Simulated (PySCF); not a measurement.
Compound: TMS-CBrF2, C4H9BrF2Si.
Structure used (PBE0-D3(BJ)/def2-SVP), in Å, numbered top down from 1:
```
atom  x, y, z in Å
C1    -0.818    1.476   -0.884
Si2   -0.128   -0.019    0.002
C3    -0.357   -1.615   -0.942
C4    -0.754   -0.145    1.763
C5     1.780    0.260    0.181
F6     2.377   -0.760    0.820
F7     2.058    1.376    0.876
Br8    2.649    0.436   -1.586
H9    -0.381    1.574   -1.889
H10   -1.911    1.392   -0.988
H11   -0.598    2.396   -0.322
H12    0.067   -1.541   -1.955
H13   -1.428   -1.858   -1.033
H14    0.138   -2.449   -0.421
H15   -0.259   -0.972    2.296
H16   -0.558    0.785    2.317
H17   -1.840   -0.330    1.779
```

Linear response at CAM-B3LYP/def2-SVPD (PySCF, frozen core in the response, non-relativistic). Isolated species at its PBE0-D3(BJ)/def2-SVP geometry, gas phase. Relativistic effects, spin–orbit coupling among them, are left out although an element past zinc is present.

Static isotropic polarisability: 97.74 au (14.48 Å³), principal values 90.3, 91.0, 111.9 au.

What is the polarisability at 1064 nm and at the sodium D line?

98.54 au at 1064 nm (+0.8 %), 100.43 au at 589.3 nm (+2.7 %). The rise at 589.3 nm is 3.36 times that at 1064 nm; a pure ω² law gives 3.26. The lowest singlet lies at 204 nm, shorter than both wavelengths.

What is the isotropic C6 coefficient between two such molecules, C6 = (3/π)∫α(iω)² dω?

3922 au (Eh·bohr⁶) by a ten-point quadrature over imaginary frequencies, which is 2340 eV·Å⁶ or 226 J·nm⁶/mol.

Which effective excitation energy ω̄ makes London's formula C6 = (3/4)α²ω̄ exact here?

ω̄ = 4·C6/(3α²) = 0.547 Eh = 14.9 eV. A one-pole form α(ω) = α/(1 − ω²/ω̄²) fitted to the 1064 nm value gives 12.9 eV.

The lowest 6 singlets have (eV, f): 6.07, 0.023; 6.19, 0.000; 7.24, 0.210; 8.00, 0.051; 8.20, 0.081; 8.26, 0.002. What share of the static polarisability do they carry in the sum over states α = Σ f/ω²?

4.94 au, 5.1 % of α; the largest term, 2.96 au, is that of the state at 7.24 eV. Their oscillator strengths add up to 0.37. Higher states carry the rest.

What three-body coefficient follows from the one-pole estimate C9 = (3/4)·α·C6?

288000 au. This is an estimate from the two numbers above, not a computed integral.

What n − 1 at the D line would an ideal gas of it have at 273.15 K and 1 atm (2.6868 × 10¹⁹ cm⁻³), by n − 1 = 2π·N·α′?

25.12 × 10⁻⁴, a formal value whether or not that pressure can be reached.

How anisotropic is the static polarisability, by Δα² = ½[(α1 − α2)² + (α2 − α3)² + (α3 − α1)²]?

Δα = 21.2 au, or 0.22 of the isotropic value.

How many electrons N does the Slater–Kirkwood formula C6 = (3/4)·√N·α^(3/2) need to give this C6?

N = (4·C6/3)²/α³ = 29.3; the species has 100 electrons in all.

Cost: about 1.8 min of CPU time on one thread; the machine was shared, so the figure is rough. This is the whole response run at CAM-B3LYP/def2-SVPD, SCF included.
